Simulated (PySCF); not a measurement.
Cl3NbO, multiplicity 1. Atoms are numbered in the order given.

```xyz
5

Nb     0.0000     0.0000    -0.2178
O      0.0000     0.0000    -1.8904
Cl     1.8832     1.0873     0.4717
Cl    -1.8832     1.0873     0.4717
Cl     0.0000    -2.1745     0.4717
```
Charge 0, spin multiplicity 1.

Coordinates come from a PBE0-D3(BJ)/def2-SVP optimisation. The multiplicity is an assumed one; other spin states were not compared. The isomer is the one that the SMILES or the coordinates give; other isomers of the formula were not compared. The def2 effective core potentials stand for the cores of Nb; spin–orbit coupling is left out.

All values below come from r2SCAN/def2-TZVP in PySCF.

ESP charges are fitted to the potential on shells at 1.4 to 2.0 van der Waals radii. Atomic charges (e):

```json
[
 {"atom": "Nb1", "ESP fit": "…", "Mulliken": "1.50"},
 {"atom": "O2", "ESP fit": "…", "Mulliken": "-0.49"},
 {"atom": "Cl3", "ESP fit": "…", "Mulliken": "-0.34"},
 {"atom": "Cl4", "ESP fit": "…", "Mulliken": "-0.34"},
 {"atom": "Cl5", "ESP fit": "…", "Mulliken": "-0.34"}
]
```

Fill in the missing entries. (The exact figures need the calculation; the answer reports its results.)


- Nb1, ESP fit: 0.56
- O2, ESP fit: -0.26
- Cl3, ESP fit: -0.10
- Cl4, ESP fit: -0.10
- Cl5, ESP fit: -0.10
